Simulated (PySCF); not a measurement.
Breaking a bond: SMILES O=[SiH2] (H₂OSi). The O1–Si2 bond (O1 also carries nothing else; Si2 carries H, H) is stretched with both fragments frozen at the PBE0/def2-TZVP optimised geometry.

- RCCSD = CCSD on RHF/cc-pVDZ, 6 core orbitals frozen (PySCF 2.14.0)
- RKS-B3LYP = PySCF with restricted B3LYP/cc-pVDZ
- UMP2 = MP2 on UHF/cc-pVDZ, 6 core orbitals frozen run with PySCF 2.14.0
- UCCSD(T) = CCSD(T) on UHF/cc-pVDZ, 6 core orbitals frozen (PySCF 2.14.0)
- RHF/cc-pVDZ (PySCF)

Energies are in kcal/mol, each relative to the lowest point of its own curve near equilibrium.

| R / Å | RCCSD | RKS-B3LYP | UMP2 | UCCSD(T) | RHF |
|---|---|---|---|---|---|
| 1.13 | 255.1 | 248.9 | 259.3 | 258.2 | 238.3 |
| 1.22 | 128.8 | 125.5 | 132.5 | 131.5 | 115.3 |
| 1.29 | 69.1 | 67.2 | 72.2 | 71.5 | (withheld) |
| 1.37 | 28.4 | 27.5 | 30.8 | 30.2 | (withheld) |
| 1.44 | 9.4 | 9.0 | 11.0 | 10.7 | 5.1 |
| 1.45 | 7.7 | 7.3 | 9.1 | 8.8 | 3.8 |
| 1.52 | (withheld) | 0.6 | 1.2 | 1.1 | 0.0 |
| 1.56 | 0.0 | 0.0 | 0.0 | 0.0 | 1.2 |
| 1.61 | 1.7 | 1.8 | 1.1 | 1.1 | (withheld) |
| 1.67 | 6.7 | 6.7 | (withheld) | 6.7 | 13.0 |
| 1.77 | 19.4 | 19.5 | 46.1 | 19.0 | 30.3 |
| 1.89 | 38.7 | 38.8 | 65.6 | 37.2 | (withheld) |
| 2.04 | 63.8 | 64.6 | 89.3 | 61.4 | 83.0 |
| 2.30 | 101.6 | 106.0 | — | 97.6 | 117.1 |
| 2.49 | 123.7 | 130.7 | — | 116.5 | 131.2 |
| 2.70 | 143.5 | 151.8 | — | 129.4 | 140.7 |
| 3.04 | 165.1 | 173.4 | — | 137.7 | 149.2 |
| 3.35 | 174.7 | 184.1 | — | 139.9 | 153.0 |
| 3.73 | 178.3 | 191.5 | — | 140.8 | 155.4 |
| 4.10 | 179.4 | 195.8 | — | 141.0 | 156.5 |
| 4.59 | 179.9 | 198.9 | — | 141.2 | 157.2 |
| 5.36 | 180.2 | 201.1 | — | 141.4 | 157.7 |

**Question.** Some entries are withheld; supply them.

**Answer.** 
- 1.29, RHF: 58.4
- 1.37, RHF: 21.0
- 1.52, RCCSD: 0.7
- 1.61, RHF: 5.3
- 1.67, UMP2: 25.0
- 1.89, RHF: 54.3

A dash means that the run gave no value there, or that the column was ended at a point which the program doubted or which failed a test of continuity chosen for this set; such a test can also cut sound points.

The T1 diagnostic of CCSD on the restricted reference of RCCSD exceeds 0.045 at 1.89 to 3.04 Å. At the longest distance RKS-B3LYP leaves fractional charges on the fragments, a sign of delocalisation error or of the restricted form. The restricted form behind RKS-B3LYP, RHF keeps the bonding electrons paired and can't separate into open-shell fragments. The unrestricted solution behind UMP2, UCCSD(T) changes between 2.04 and 2.30 Å, which can leave a kink. The unrestricted determinant behind UMP2, UCCSD(T) is spin-contaminated at 1.67 to 5.36 Å (<S²> up to 2.0, against 0.00 for a pure singlet).
